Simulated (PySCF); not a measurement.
Computed shifts of a molecule C2H5ClOSi, PBE0/pcSseg-1 run with PySCF, GIAO, gas phase, atoms alike by connectivity averaged where their shifts nearly agree, in ppm (number of nuclei): ¹³C: 153.7 (1), 105.4 (1). ²⁹Si: -10.4 (1). ¹H: 6.97 (1), 5.73 (1), 5.57 (1), 5.35 (1), 4.97 (1). References: ¹³C against TMS (σ = 186.3 ppm); ¹⁷O against H2O (σ = 334.2 ppm); ²⁹Si against TMS (σ = 352.7 ppm); ³⁵Cl against HCl (σ = 945.9 ppm); ¹H against TMS (σ = 31.56 ppm), references at their B3LYP-D3(BJ)/def2-TZVP geometries, non-relativistic (without spin–orbit terms, shifts of atoms bonded to Cl or Br come out too high). The structure is a stationary point at B3LYP-D3(BJ)/def2-SVP. The values are those of a single conformer.

### Question
Which structure fits?
(A) Cl[Si@@H]1CCO1
(B) C=CO[SiH2]Cl
(C) O[SiH2]/C=C/Cl
(D) CC(=O)[SiH2]Cl

### Answer
B, C=CO[SiH2]Cl
